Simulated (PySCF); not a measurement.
B3LYP has the VWN-RPA correlation part, as in Gaussian. 

C4H4, SMILES `C#CC=C` (charge 0, multiplicity 1)

The numbers are results of B3LYP-D3(BJ)/def2-TZVP (PySCF 2.14.0), not measurements.

The HOMO comes out as -6.98 eV. The dipole moment is 0.42 D. The HOMO–LUMO gap is 5.78 eV. The LUMO comes out as -1.20 eV, the total energy is -154.8088 Ha and the cost is very roughly 30 core-seconds.

```xyz
8

C      2.0013     0.3671     0.6163
C      0.9327    -0.0387     0.2417
C     -0.3127    -0.5530    -0.2056
C     -1.4321     0.1654    -0.3061
H      2.9406     0.7350     0.9486
H     -0.3226    -1.6044    -0.4765
H     -1.4564     1.2149    -0.0444
H     -2.3508    -0.2864    -0.6544
```
Charge 0, spin multiplicity 1.
